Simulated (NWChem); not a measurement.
# MgHF; SMILES [F][MgH]

```xyz
3

Mg    -0.0009    -0.5924     0.0000
H     -0.0055    -2.2802     0.0000
F      0.0008     1.1687     0.0000
```
Atoms are numbered in this order, from 1.

All runs use the structure optimised with PBE0/def2-SVP.

**Question.** List the 4 lowest vertical singlet excitations from LRC-wPBEh/def2-SVPD, TDA (NWChem).

**Answer.** 
```tsv
state	energy (eV)	oscillator strength	leading excitation (squared amplitude)
S1	6.84	0.239	HOMO → LUMO+2 (0.89)
S2	6.84	0.239	HOMO → LUMO+1 (0.89)
S3	7.24	0.360	HOMO → LUMO (0.92)
S4	7.62	0.093	HOMO−2 → LUMO (0.95)
```
